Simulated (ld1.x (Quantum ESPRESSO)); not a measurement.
Varying the TM potential for phosphorus

Base potential:

ld1.x (Quantum ESPRESSO) 7.5 input, shortened:

```
&input
   title='P', zed=15., rel=0, dft='PW91', iswitch=3,
   config='[Ne] 3s2 3p2'
 /
 &inputp
   pseudotype=2, tm=.true., lloc=0,
   nlcc=.false.
 /
2
3P  2  1   2.00   0.00  1.50  1.50  0.0
3S  1  0   2.00   0.00  1.70  1.70  0.0
 &test
   configts(1)='3s2 3p2'
 /
```

All-electron outer shells of the reference configuration (PW91, non-relativistic, ld1.x):

```json
{"shell": "3s", "level (eV)": "-23.26", "outermost node (bohr)": "0.66", "outermost maximum (bohr)": "1.56"}
{"shell": "3p", "level (eV)": "-14.28", "outermost node (bohr)": "0.64", "outermost maximum (bohr)": "1.76"}
```

Cutoffs, loose and tight: the cutoffs (Ry, on a coarse ladder) from which the occupation-weighted sum of valence levels, in a spherical-Bessel basis at the reference potential, stays within 10 and 1 mRy of its value at 400 Ry. They do not see the model core or the augmentation charge, which bear on the density cutoff. Test errors are all-electron minus pseudo excitation energies from the reference, over the configurations 3s2 3p3; 3s2 3p1; 3s2 3p0; 3s1 3p3; 3s0 3p5; 3s1 3p0; 3s2 3p2.5. A dash means not determined; rows that change the core or the reference have their own tests.

On the changes marked as counting shells twice: ld1.x takes every shell without a wave as core, so the model core holds the marked electrons as well and exchange and correlation see them twice. This cancels in the reference configuration, but the file is broken for other ones, and its errors say nothing about a proper core correction.

| change | outcome | cutoff, loose | cutoff, tight | bound ghosts | largest test error (meV) |
| --- | --- | --- | --- | --- | --- |
| base | generated | 30 Ry | 50 Ry | none | +220 |
| functional LDA (PZ) | generated | 30 Ry | 50 Ry | none | +432 |
| wave 3s (bound): rc 1.70 bohr becomes 3s (bound): rc 1.26 bohr | generated | 40 Ry | 90 Ry | none | +225 |
| type ultrasoft; waves now 3s (bound): rcut 1.50, rcutus 1.70 bohr; 3s channel at 2.95 Ry: rcut 1.50, rcutus 1.70 bohr; 3p (bound): rcut 1.30, rcutus 1.50 bohr; 3p channel at 0.45 Ry: rcut 1.30, rcutus 1.50 bohr; local potential all-electron potential smoothed inside 1.60 bohr (lloc = -1); augmentation PSQ, inside the norm-conserving radii | generated | 10 Ry | 15 Ry | none | +149 |
| reference 3s2 3p3 | generated | 30 Ry | 50 Ry | none | +252 |
| scalar-relativistic | generated | 30 Ry | 50 Ry | none | +215 |
| core correction a·sin(br)/r model core inside 0.60 bohr | generated | 30 Ry | 50 Ry | none | +110 |
| wave 3p (bound): rc 1.50 bohr becomes 3p (bound): rc 1.66 bohr | generated | 25 Ry | 45 Ry | none | +227 |
| core [He], valence charge 13; reference 2s2 2p6 3s2 3p1.5; waves now 2s (bound): rc 0.80 bohr; 2p (bound): rc 0.90 bohr; local potential the p channel; core correction a·sin(br)/r model core, default radius (core density twice the valence density) (3p, 3s counted twice) | generated, misses its reference levels by 0.91 eV | 260 Ry | over 300 Ry | none | +1465 |
| core correction a·sin(br)/r model core inside 1.42 bohr | generated | 30 Ry | 50 Ry | none | +119 |
| wave 3s (bound): rc 1.70 bohr becomes 3s (bound): rc 2.20 bohr | generated | 15 Ry | 40 Ry | none | +226 |
| all radii scaled by about 0.88 (s 1.50, p 1.32 bohr) | generated | 50 Ry | 90 Ry | none | +203 |
